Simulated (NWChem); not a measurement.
CH4GeO2; SMILES [O]1C[O][GeH2]1

```xyz
8

C      0.0000     0.0000     1.6046
O      0.0000     1.1325     0.7215
Ge     0.0000     0.0000    -0.7033
O      0.0000    -1.1325     0.7215
H     -0.9016     0.0000     2.2321
H      0.9016     0.0000     2.2321
H      1.2895     0.0000    -1.5646
H     -1.2895     0.0000    -1.5646
```
Atoms are numbered in this order, from 1.

Program: NWChem. Medium grid unless said otherwise, to which SCAN and Minnesota functionals are sensitive. All runs use the structure optimised with B3LYP/6-31G* (spherical d). B3LYP is NWChem's, with the RPA form of VWN correlation. Total energies of different functionals are on different scales.

```json
[
 {"level": "PBE/def2-TZVP", "energy (Ha)": "-2267.5115", "highest occupied level (eV)": "-6.01", "orbital gap (eV)": "4.13", "dipole (D)": "1.49"},
 {"level": "B3LYP/def2-TZVP", "energy (Ha)": "-2268.0836", "highest occupied level (eV)": "-7.32", "orbital gap (eV)": "6.07", "dipole (D)": "1.60"},
 {"level": "PBE0/def2-TZVP", "energy (Ha)": "-2267.5666", "highest occupied level (eV)": "?", "orbital gap (eV)": "?", "dipole (D)": "1.63"},
 {"level": "CAM-B3LYP/def2-TZVP", "energy (Ha)": "-2268.0889", "highest occupied level (eV)": "-8.97", "orbital gap (eV)": "8.98", "dipole (D)": "1.68"},
 {"level": "M06-2X/def2-TZVP", "energy (Ha)": "-2267.9698", "highest occupied level (eV)": "-9.06", "orbital gap (eV)": "8.92", "dipole (D)": "1.78"},
 {"level": "r2SCAN/def2-TZVP", "energy (Ha)": "-2267.9312", "highest occupied level (eV)": "-6.32", "orbital gap (eV)": "4.75", "dipole (D)": "1.56"}
]
```

### Question
Fill in the missing entries.

### Answer

- PBE0/def2-TZVP, highest occupied level (eV): -7.53
- PBE0/def2-TZVP, orbital gap (eV): 6.55
